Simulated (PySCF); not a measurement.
Ti(Cl)(OH)(Me)2 (C₂H₇ClOTi), SMILES [OH][Ti]([CH3])([Cl])[CH3], multiplicity 1.

Geometry optimised at PBE0-D3(BJ)/def2-SVP. The multiplicity is an assumed one; other spin states were not compared. The values are those of a single conformer.

Two levels are set side by side: PBE/def2-TZVP (PySCF) and B3LYP/def2-TZVP (PySCF). Same geometry, gas phase. Differences are taken from unrounded values.

```tsv
quantity	B3LYP	PBE	PBE minus B3LYP
orbital gap (eV)	5.54	3.43	-2.11
highest occupied level (eV)	-7.69	-6.46	1.23
lowest empty level (eV)	-2.15	-3.03	-0.88
dipole moment (D)	1.91	1.93	0.02
mean polarisability (bohr³)	80.6	83.0	2.4
```

PBE's occupied levels lie high since its potential decays too fast outside the molecule; exact exchange lowers them and widens the gap. Differences between two approximate levels are no errors against the true value.

Rough cost on one machine, each run with all the roots and properties that it gave: B3LYP against PBE within a factor of 2.
